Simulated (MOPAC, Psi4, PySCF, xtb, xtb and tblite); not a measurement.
Two geometries of SMILES C=C[Si](OC)(OC)[OH+]C (charge +1), relaxed at GFN2-xTB with one dihedral held; other torsions can differ between them too.

Structure A

```
22

C     -1.8864     0.0827     1.9294
C     -0.8806    -0.4492     1.2399
Si    -0.1370     0.2442    -0.3330
O     -0.2998     1.7608    -0.7829
C     -1.0876     2.8903    -0.4590
O      1.2536    -0.3491    -0.8358
C      2.6077    -0.2057    -0.4464
O     -1.1537    -0.5557    -1.6710
C     -1.2541    -1.9811    -1.7851
H     -2.3911     0.9828     1.6202
H     -2.2476    -0.3714     2.8377
H     -0.4268    -1.3529     1.6335
H     -0.7550     3.7066    -1.0986
H     -0.9412     3.1642     0.5847
H     -2.1419     2.6860    -0.6430
H      3.2109    -0.7335    -1.1832
H      2.8868     0.8461    -0.4254
H      2.7626    -0.6435     0.5386
H     -0.9583    -0.1670    -2.5377
H     -1.5919    -2.3559    -0.8226
H     -1.9877    -2.2313    -2.5496
H     -0.2877    -2.4201    -2.0285
```

Structure B

```
22

C     -1.8806    -1.4290    -1.4057
C     -0.6246    -1.0005    -1.3309
Si     0.0018     0.3193    -0.1553
O     -0.2342     1.8601    -0.5134
C     -1.3363     2.6686    -0.8788
O      0.1091    -0.0173     1.4040
C     -0.7500    -0.4418     2.4457
O      1.7641     0.4096    -0.5103
C      2.7010    -0.5350     0.0165
H     -2.6605    -1.0501    -0.7657
H     -2.1790    -2.1833    -2.1148
H      0.0906    -1.4339    -2.0215
H     -0.9397     3.6335    -1.1901
H     -2.0015     2.8040    -0.0267
H     -1.8856     2.2127    -1.7011
H     -0.1420    -0.5406     3.3437
H     -1.5350     0.2943     2.6147
H     -1.1981    -1.4029     2.1964
H      2.1058     1.3146    -0.4523
H      2.3031    -1.5270    -0.1792
H      3.6567    -0.4195    -0.4919
H      2.8238    -0.4050     1.0906
```

Task: Which is lower in energy at the level B3LYP-D3(BJ)/def2-SVP // GFN2-xTB (Psi4), and by how much?

Result: A is lower, by 1.21 kcal/mol (dihedral O4–Si3–C2–C1: 20° in A, -80° in B).

E(B) − E(A) in kcal/mol at the other levels, on the same two geometries: GFN2-xTB (xtb and tblite) 0.48; B3LYP/def2-SVP // GFN2-xTB (Psi4) 1.07; PBE/def2-SVP // GFN2-xTB (Psi4) 1.21; PBE-D3(BJ)/def2-SVP // GFN2-xTB (Psi4) 1.29; PM3, restricted, heats of formation // GFN2-xTB (MOPAC) 2.14; AM1, restricted, heats of formation // GFN2-xTB (MOPAC) 2.24; GFN1-xTB // GFN2-xTB (xtb) 0.83; restricted B3LYP/6-31G*, spherical d, density fitting // GFN2-xTB (PySCF) 0.85; restricted BP86/6-31G*, spherical d, density fitting // GFN2-xTB (PySCF) 0.98; restricted LDA (SVWN5)/6-31G*, spherical d, density fitting // GFN2-xTB (PySCF) 0.31; restricted M06-2X/6-31G*, spherical d, density fitting // GFN2-xTB (PySCF) 0.55.
